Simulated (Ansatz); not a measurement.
(CdS)6 prism (Cd6S6), relaxed as a singlet with RKS r2SCAN-D4/def2-SVP in Ansatz, starting from the GFN2-xTB geometry. Force threshold 0.03 eV/Å.

In the def2 sets Cd takes a core potential; there is no spin–orbit coupling.

Start:

Cartesian coordinates in Å:
```
Cd -2.079 -1.362 0.368
S -2.847 0.629 -1.036
Cd -0.607 1.186 -2.131
S 1.668 0.124 -2.603
Cd 1.546 -1.769 -0.892
S -0.165 -3.048 0.509
Cd 0.608 -1.183 2.130
S -1.668 -0.124 2.603
Cd -1.549 1.769 0.892
S 0.165 3.047 -0.506
Cd 2.080 1.362 -0.368
S 2.848 -0.631 1.034
```

Q: Estimate the energy that the relaxation releases and the steps that it takes.

A: 7.3 kcal/mol, in 4 steps; 15 s on 2 threads of AMD EPYC 7R13 on a shared host and a share (18 GiB) of an NVIDIA H100 80GB HBM3. No frequencies were taken in this run, so the end may be a saddle point.

Q: Does the start keep its bonding and symmetry?

A: By distances, no bond broke or formed. The bond that changes most is Cd3–S10, from 2.59 to 2.72 Å (atoms count from 1). Point group D3d at the start, D3d at the end, both within 0.05 Å.

Q: Predict the relaxed structure.

A: 
| atom | x (Å) | y (Å) | z (Å) |
| --- | --- | --- | --- |
| Cd1 | -1.980 | -1.343 | 0.241 |
| S2 | -2.813 | 0.567 | -1.078 |
| Cd3 | -0.609 | 1.029 | -2.086 |
| S4 | 1.602 | 0.073 | -2.612 |
| Cd5 | 1.397 | -1.721 | -0.932 |
| S6 | -0.190 | -3.029 | 0.430 |
| Cd7 | 0.609 | -1.029 | 2.086 |
| S8 | -1.602 | -0.073 | 2.612 |
| Cd9 | -1.396 | 1.721 | 0.932 |
| S10 | 0.190 | 3.029 | -0.430 |
| Cd11 | 1.980 | 1.343 | -0.241 |
| S12 | 2.813 | -0.567 | 1.079 |
Bond lengths (bridged metal pairs left out): 18 × Cd–S 2.47 to 2.72 Å.
